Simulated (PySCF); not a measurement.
Question: Give a GFN2-xTB geometry of `C#CC1(C(=O)[O-])CC1`. (Charge -1.)

Answer: 
```
atom  x, y, z in Å
C1     2.120   -0.939   -1.217
C2     1.187   -0.454   -0.636
C3     0.098    0.128    0.064
C4     0.403    1.457    0.904
O5    -0.564    1.861    1.557
O6     1.541    1.914    0.796
C7    -1.274    0.046   -0.560
C8    -0.954   -0.791    0.633
H9     2.956   -1.336   -1.712
H10   -1.381   -0.438   -1.523
H11   -1.915    0.903   -0.408
H12   -0.841   -1.862    0.504
H13   -1.381   -0.488    1.579
```

Orientation and origin are arbitrary. Atoms count from 1 in this order. The 3-membered ring C3–C7–C8 has internal angles of 59.3° to 60.4°. Of the pairs four or more bonds apart, O5···H13 is among the closest relative to their van der Waals radii: 2.49 Å, 91 % of the sum of Bondi's values. C4 (carboxylate carbon) is planar (angles 130.5°, 116.0° and 113.6°, sum 360.0°, 0.00 Å off the plane of its three neighbours). The C–C distances run from 1.201 Å (C1≡C2, drawn triple) to 1.602 Å (C3–C4, drawn single), a spread of 0.401 Å.

Bonds between heavy atoms (Å): C1≡C2 1.201, C2–C3 1.419, C3–C4 1.602, C4=O5 1.235, C4–O6 1.231, C3–C7 1.509, C7–C8 1.492, C3–C8 1.509.

Structure optimised with GFN2-xTB, isolated species.

Point group: near Cs, missed by 0.18 Å at most; the miss may be what the optimiser left on a soft mode. GFN2-xTB frequencies: not computed here. Torsions: C2–C3–C4–O5 -176°.

One conformer stands for the species.
